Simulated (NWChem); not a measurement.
# LiCl; SMILES [Li][Cl]

Results from NWChem. Pople sets run with spherical d functions. Each level has its own optimisation; frequencies are unscaled.

```csv
level,basis functions,r Cl–Li (Å),highest harmonic frequency (cm⁻¹),zero-point energy (kcal/mol),dipole (D),relative time
PBE/STO-3G,14,1.944,782,1.1,4.55,1
PBE/3-21G,22,2.096,622,0.9,7.21,1
PBE/6-31G*,32,2.061,623,0.9,6.95,4
PBE/6-31+G*,40,2.062,610,0.9,7.19,7
PBE/6-311G**,44,2.029,630,0.9,7.08,6
PBE/6-311++G**,52,2.029,632,0.9,6.99,8
```

Times are rough ratios from one shared machine.
